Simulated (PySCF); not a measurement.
## Two-dimensional NMR puzzle

Compound of formula C₅H₇NOSi. Correlations simulated from computed shifts and the bond graph:

HSQC (one-bond C–H):
```csv
δH,δC
9.05,155.4
7.62,133.4
```

COSY cross peaks (H two or three bonds apart, from the bond graph; peaks can be absent where the dihedral angle is near 90°):
```csv
δH,δH
9.05,7.62
```

HMBC (two and three bonds, from the bond graph):
```csv
δH,δC
9.05,"155.4, 150.6, 133.4"
7.62,"155.4, 150.6, 133.4"
5.40,"150.6, 133.4"
```

Carbons without hydrogens: δ 150.6.

Computed data (PySCF): GFN2-xTB geometry, σ from GIAO-PBE0/pcSseg-1. One averaged value for each set of equivalent atoms, relativity neglected, no solvent model, single conformer.

Referencing at the same level of theory: ¹H (σref 31.72), ¹³C (σref 186.93) against TMS.

Exchangeable hydrogens are left out of these lists.

Assemble the structure.

Results:

SMILES c1([SiH2]O)ccncc1.

Mapped SMILES: `[OH:1][SiH2:2][c:3]1[cH:4][cH:5][n:6][cH:7][cH:8]1` (H(Xn): hydrogen on atom n).

1. δC 155.4 is C5/C7, an aromatic CH next to a ring nitrogen (δH 9.05).
2. δC 150.6 is C3, a substituted aromatic carbon.
3. δC 133.4 is C4/C8, an aromatic CH (δH 7.62).
4. HMBC from δH 9.05 reaches the proton-free carbon C3.
5. HMBC from δH 7.62 reaches the proton-free carbon C3.
6. HMBC from δH 5.40 reaches the proton-free carbon C3.
7. COSY links 9.05–7.62.

This is the structure that produced the data.

Exchangeable OH/NH protons stand at their gas-phase positions; hydrogen bonding in a real sample shifts them, mostly to higher δ. Shifts are as computed. Against solution values, carbons near 30 ppm lie about +3 ppm off and those near 130 ppm about +5 ppm. Of 1211 compounds with measured shifts, 218 miss one by over three times the rms of a fit or turn the order of signals round; such compounds aren't used in these exercises.
